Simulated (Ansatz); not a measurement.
```yaml
crystal:
  periodic: [false, false, false]
  atoms:
    - {symbol: B, position_ang: [-0.321308, -1.921374, 0.943431]}
    - {symbol: O, position_ang: [0.422398, -2.036411, -0.173587]}
    - {symbol: Ga, position_ang: [0.802626, -0.702960, -1.301464]}
    - {symbol: Cl, position_ang: [1.799865, -1.191709, -3.088845]}
    - {symbol: O, position_ang: [0.390027, 0.964694, -0.959380]}
    - {symbol: Si, position_ang: [-0.295449, 1.932775, 0.172805]}
    - {symbol: H, position_ang: [-0.481521, -2.902662, 1.615521]}
    - {symbol: H, position_ang: [-0.813498, -0.864953, 1.258782]}
    - {symbol: H, position_ang: [0.352391, 1.737412, 1.497202]}
    - {symbol: H, position_ang: [-0.106974, 3.339424, -0.262414]}
    - {symbol: H, position_ang: [-1.748558, 1.645774, 0.297938]}
basis:
  gaussian: {orbitals: "6-311G**"}
hamiltonian: {xc: {name: B2GP-PLYP}}
```

```sh
$ ansatz run in.yaml --threads 2 --pin off --events-out ev --progress --plain --max-ram 32768MiB --backend cpu
```

Question: How does Ansatz answer? (Best estimate.)

Answer: Computed: The input was rejected before any iteration.
```
Error: <dir> can't be read: No such file or directory (os error 2)
```
